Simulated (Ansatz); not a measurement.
`F[SiH2]C(F)Cl` + `[OH][GeH3]` → `F[SiH2][O][GeH3]` + `FCCl` at 700 K and 1 bar (ligand exchange at the Si–C bond).

Isolated molecules relaxed with PBE0-D4/def2-TZVP in Ansatz; ΔE leaves out vibrations. CCSD(T)/CBS is the MP2 limit (def2-TZVPP, def2-QZVPP) plus CCSD(T) − MP2 in def2-TZVPP, frozen cores. This one scheme is used for every species. For Ge outer-core shells are correlated without core-valence functions, which leaves a few kJ/mol of doubt a bond. Scalar relativity is left out up to krypton. Each species was taken in one conformer, which may not be the lowest.

| species | CCSD(T)/CBS energy (Eh) | H − E (kJ/mol) | S (J/(mol·K)) |
| --- | --- | --- | --- |
| `F[SiH2]C(F)Cl` | -988.34454 | 174.4 | 439.7 |
| `[OH][GeH3]` | -2153.69723 | 141.7 | 338.7 |
| `F[SiH2][O][GeH3]` | -2543.28863 | 200.0 | 466.9 |
| `FCCl` | -598.81139 | 117.8 | 315.0 |

H − E and S are ideal-gas, rigid-rotor, harmonic terms from PBE0-D4/def2-TZVP, for one conformer and one mirror image of each species. 1 Eh = 2625.50 kJ/mol, R = 8.31446 J/(mol·K).

By hand: ΔE, ΔH, ΔS and ΔG.

ΔE = (-2543.28863) + (-598.81139) − (-988.34454) − (-2153.69723) = -0.05825 Eh = -152.9 kJ/mol. Δ(H − E) = 200.0 + 117.8 − 174.4 − 141.7 = 1.7, so ΔH = -151.2 kJ/mol. ΔS = 466.9 + 315.0 − 439.7 − 338.7 = 3.5 J/(mol·K). ΔG = -151.2 − 700 × (3.5)/1000 = -153.6 kJ/mol.

By hand: the equilibrium constant, and the temperature at which ΔG would vanish if ΔH and ΔS stayed fixed.

log₁₀ K = −ΔG/(RT ln 10) = 11.5. ΔH and −TΔS have one sign here, so there is no such temperature.

The number of gas molecules stays the same, so ΔS is small and ΔH decides. A doubt of 5 kJ/mol in ΔE shifts log₁₀ K by 0.4 here. Other conformers and mirror images would add mixing entropy, several J/(mol·K) or more a flexible species. Modes under 60 cm⁻¹, often nearly free rotors, make the harmonic entropy too high. These are equilibria of isolated gas molecules and say nothing of rates. Largest T1 diagnostic: 0.012 (customary marks: 0.02 for closed shells, 0.045 for open ones).

ΔS is within the doubt of such terms, so its sign, and with it that verdict, could turn.
